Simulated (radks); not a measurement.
The numbers below are computed, except where a source is named.
Neutral germanium, configuration [Ar] 3d9.5 4s2 4p2 5p0.5 (fractional occupations, a model configuration). Code: a radial shooting solver on a logarithmic mesh with Libxc functionals. Model: scalar-relativistic Kohn-Sham, BLYP, spin-unpolarised, spherical densities, finite nucleus; Fermi nuclear charge, rms radius 4.0742 fm.

Normalised radial functions P(r) = r R(r), r in bohr:

r	2p
0.005581	0.0299
0.007686	0.0537
0.01058	0.0955
0.01458	0.1675
0.02007	0.2877
0.02764	0.4797
0.03776	0.7590
0.05201	1.1496
0.07162	1.6143
0.09863	2.0486
0.1358	2.2713
0.187	2.1047
0.2555	1.5567
0.3519	0.8415
0.4846	0.3034
0.6674	0.0642
0.9191	0.0067
1.266	0.0003
1.743	0.0000
2.381	0.0000
3.279	0.0000
4.516	0.0000
6.219	0.0000
8.564	0.0000
11.79	0.0000
16.11	0.0000
22.19	0.0000
30.56	0.0000

2p: eigenvalue -1208.3 eV, 0 radial nodes, <r> = 0.184 bohr, 90 % of the charge inside 0.300 bohr.
